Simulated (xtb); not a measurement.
H$_{2}$Cl$_{2}$Si, charge +1, doublet, from a rough starting geometry (a state made from the parent by changing its charge; the spin is typed, not shown lowest); GFN2-xTB in xtb.

The xtb input:
```
$ xtb mol.xyz --gfn 2 --chrg 1 --uhf 1 --opt vtight --json

# file mol.xyz
5

Si     0.03178492    -0.10419922    -0.01855608
Cl     1.66946984     0.94250799     0.01848707
Cl    -1.64186169     1.10413576    -0.08541282
H     -0.05541625    -0.84659225     1.24414793
H     -0.01164117    -1.02517267    -1.21634392
```

It wrote (shortened):

```
   ID    Z sym.   atoms
    1   14 Si     1
    2   17 Cl     2, 3
    3    1 H      4, 5

           -------------------------------------------------
          |                Calculation Setup                |
           -------------------------------------------------

           -------------------------------------------------
          |                 G F N 2 - x T B                 |
           -------------------------------------------------

          ...................................................
          :                      SETUP                      :
          :.................................................:
          :  # basis functions                  32          :
          :  # atomic orbitals                  29          :
          :  # shells                           11          :
          :  # electrons                        19          :
          :  max. iterations                   250          :
          :  Hamiltonian                  GFN2-xTB          :
          :  restarted?                      false          :
          :  GBSA solvation                  false          :
          :  PC potential                    false          :
          :  electronic temp.          300.0000000     K    :
          :  accuracy                    1.0000000          :
          :  -> integral cutoff          0.2500000E+02      :
          :  -> integral neglect         0.1000000E-07      :
          :  -> SCF convergence          0.1000000E-05 Eh   :
          :  -> wf. convergence          0.1000000E-03 e    :
          :  Broyden damping             0.4000000          :
          :  net charge                          1          :
          :  unpaired electrons                  1          :
          ...................................................

 iter      E             dE          RMSdq      gap      omega  full diag
   1    -11.4100348 -0.114100E+02  0.591E+00    6.38       0.0  T
   2    -11.4279704 -0.179356E-01  0.316E+00    5.81       1.0  T
   3    -11.4152507  0.127197E-01  0.288E+00    5.95       1.0  T
   4    -11.4335062 -0.182556E-01  0.891E-01    5.83       1.0  T
   5    -11.4330907  0.415565E-03  0.732E-01    5.80       1.0  T
   6    -11.4338938 -0.803189E-03  0.357E-01    5.87       1.0  T
   7    -11.4340713 -0.177467E-03  0.232E-01    5.84       1.0  T
   8    -11.4341311 -0.597914E-04  0.176E-01    5.84       1.0  T
   9    -11.4341702 -0.391390E-04  0.141E-01    5.85       1.0  T
  10    -11.4341975 -0.272639E-04  0.712E-02    5.84       1.0  T
  11    -11.4341975 -0.303402E-07  0.512E-02    5.83       1.0  T
  12    -11.4342016 -0.409152E-05  0.294E-02    5.84       1.5  T
  13    -11.4341967  0.494226E-05  0.419E-02    5.83       1.1  T
  14    -11.4342023 -0.561235E-05  0.224E-02    5.84       2.0  T
  15    -11.4342043 -0.202217E-05  0.502E-03    5.83       8.9  T
  16    -11.4342043 -0.193358E-07  0.335E-03    5.83      13.4  T
  17    -11.4342044 -0.168726E-07  0.959E-04    5.83      46.6  T
  18    -11.4342044 -0.231443E-08  0.274E-04    5.83     163.2  T

   *** convergence criteria satisfied after 18 iterations ***

         :::::::::::::::::::::::::::::::::::::::::::::::::::::
         ::                     SUMMARY                     ::
         :::::::::::::::::::::::::::::::::::::::::::::::::::::
         :: total energy             -11.402065308759 Eh    ::
         :: gradient norm              0.032686624366 Eh/a0 ::
         :: HOMO-LUMO gap              5.833874373497 eV    ::
         ::.................................................::
         :: SCC energy               -11.434203802809 Eh    ::
         :: -> isotropic ES            0.126998238455 Eh    ::
         :: -> anisotropic ES         -0.014248025021 Eh    ::
         :: -> anisotropic XC         -0.002678520990 Eh    ::
         :: -> dispersion             -0.002585935879 Eh    ::
         :: repulsion energy           0.032138494050 Eh    ::
         :: add. restraining           0.000000000000 Eh    ::
         :: total charge               1.000000000079 e     ::
         :::::::::::::::::::::::::::::::::::::::::::::::::::::

      -----------------------------------------------------------
     |                   =====================                   |
     |                        A N C O P T                        |
     |                   =====================                   |
     |               Approximate Normal Coordinate               |
     |                Rational Function Optimizer                |
      -----------------------------------------------------------
      -----------------------------------------------------------
     |                   =====================                   |
     |                        A N C O P T                        |
     |                   =====================                   |
     |               Approximate Normal Coordinate               |
     |                Rational Function Optimizer                |
      -----------------------------------------------------------

          ...................................................
          :                      SETUP                      :
          :.................................................:
          :   optimization level         verytight          :
          :   max. optcycles                   200          :
          :   ANC micro-cycles                  20          :
          :   degrees of freedom                 9          :
          :.................................................:
          :   RF solver                   davidson          :
          :   write xtbopt.log                true          :
          :   linear?                        false          :
          :   energy convergence         0.1000000E-06 Eh   :
          :   grad. convergence          0.2000000E-03 Eh/α :
          :   maxmium RF displ.          1.0000000          :
[...]
 * total energy  :   -11.4020653 Eh     change       -0.9789325E-10 Eh
 * total energy  :   -11.4046123 Eh     change       -0.2547021E-02 Eh
 * total energy  :   -11.4052342 Eh     change       -0.6218416E-03 Eh
 * total energy  :   -11.4054265 Eh     change       -0.1922869E-03 Eh
 * total energy  :   -11.4054407 Eh     change       -0.1421844E-04 Eh
 * total energy  :   -11.4054428 Eh     change       -0.2106406E-05 Eh
 * total energy  :   -11.4054431 Eh     change       -0.3640869E-06 Eh
 * total energy  :   -11.4054432 Eh     change       -0.3164623E-07 Eh
   *** GEOMETRY OPTIMIZATION CONVERGED AFTER 8 ITERATIONS ***
[...]
          :  -> wf. convergence          0.1000000E-03 e    :
          :  Broyden damping             0.4000000          :
          :  net charge                          1          :
          :  unpaired electrons                  1          :
          ...................................................

 iter      E             dE          RMSdq      gap      omega  full diag
   1    -11.4382553 -0.114383E+02  0.300E-04    6.06       0.0  T
   2    -11.4382553  0.159623E-10  0.249E-04    6.06     179.3  T
   3    -11.4382553 -0.193641E-09  0.147E-04    6.06     304.2  T

   *** convergence criteria satisfied after 3 iterations ***

         :::::::::::::::::::::::::::::::::::::::::::::::::::::
         ::                     SUMMARY                     ::
         :::::::::::::::::::::::::::::::::::::::::::::::::::::
         :: total energy             -11.405443178953 Eh    ::
         :: gradient norm              0.000021717311 Eh/a0 ::
         :: HOMO-LUMO gap              6.060091042242 eV    ::
         ::.................................................::
         :: SCC energy               -11.438254713668 Eh    ::
         :: -> isotropic ES            0.125917742432 Eh    ::
         :: -> anisotropic ES         -0.014423796950 Eh    ::
         :: -> anisotropic XC         -0.003816236733 Eh    ::
         :: -> dispersion             -0.002561210672 Eh    ::
         :: repulsion energy           0.032811534715 Eh    ::
         :: add. restraining           0.000000000000 Eh    ::
         :: total charge               1.000000000000 e     ::
         :::::::::::::::::::::::::::::::::::::::::::::::::::::

           -------------------------------------------------
          |                Property Printout                |
           -------------------------------------------------

    * Orbital Energies and Occupations

         #    Occupation            Energy/Eh            Energy/eV
      -------------------------------------------------------------
         1        2.0000           -1.2734947             -34.6536
         2        2.0000           -1.2501354             -34.0179
         3        2.0000           -0.9275080             -25.2388
         4        2.0000           -0.6952472             -18.9186
         5        2.0000           -0.6912411             -18.8096
         6        2.0000           -0.6855606             -18.6551
         7        2.0000           -0.6605343             -17.9741
         8        1.9999           -0.6538689             -17.7927
         9        1.9994           -0.6519486             -17.7404
        10        1.0007           -0.6378954             -17.3580 (HOMO)
        11                         -0.4151911             -11.2979 (LUMO)
        12                         -0.3974664             -10.8156
        13                         -0.3950559             -10.7500
        14                         -0.2906308              -7.9085
        15                         -0.2707935              -7.3687
        16                         -0.2392255              -6.5097
        17                         -0.2079753              -5.6593
        18                         -0.2028690              -5.5203
        19                         -0.2027157              -5.5162
        20                         -0.2026378              -5.5141
        21                         -0.2015999              -5.4858
       ...                                ...                  ...
        29                          0.5637495              15.3404
      -------------------------------------------------------------
                  HL-Gap            0.2227042 Eh            6.0601 eV
             Fermi-level           -0.5857030 Eh          -15.9378 eV

     #   Z          covCN         q      C6AA      α(0)
     1  14 Si       3.432     0.483   104.685    20.006
     2  17 Cl       0.806     0.103    96.061    14.993
     3  17 Cl       0.806     0.103    96.060    14.993
     4   1 H        0.911     0.155     1.357     1.822
     5   1 H        0.911     0.155     1.357     1.822

 Mol. C6AA /au·bohr⁶  :       1021.481797
 Mol. C8AA /au·bohr⁸  :      48270.717175
 Mol. α(0) /au        :         53.636083

Wiberg/Mayer (AO) data.
largest (>0.10) Wiberg bond orders for each atom

 ---------------------------------------------------------------------------
     #   Z sym  total        # sym  WBO       # sym  WBO       # sym  WBO
 ---------------------------------------------------------------------------
     1  14 Si   4.131 --     3 Cl   1.358     2 Cl   1.357     4 H    0.708
                             5 H    0.708
     2  17 Cl   1.692 --     1 Si   1.357     3 Cl   0.147
     3  17 Cl   1.692 --     1 Si   1.358     2 Cl   0.147
     4   1 H    0.936 --     1 Si   0.708
     5   1 H    0.936 --     1 Si   0.708
 ---------------------------------------------------------------------------

Topologies differ in total number of bonds
Writing topology from bond orders to xtbtopo.mol

molecular dipole:
                 x           y           z       tot (Debye)
 q only:       -0.011      -0.183      -0.013
   full:        0.009       0.323      -0.035       0.826
molecular quadrupole (traceless):
                xx          xy          yy          xz          yz          zz
 q only:        0.531      -0.018       0.012       0.029      -0.020      -0.543
  q+dip:        2.700      -0.112      -0.223       0.139      -0.115      -2.477
   full:        2.312      -0.113      -0.602       0.109      -0.063      -1.710

optimized geometry written to: xtbopt.xyz

           -------------------------------------------------
          | TOTAL ENERGY              -11.405443178953 Eh   |
          | GRADIENT NORM               0.000021717311 Eh/α |
          | HOMO-LUMO GAP               6.060091042242 eV   |
           -------------------------------------------------

normal termination of xtb
```
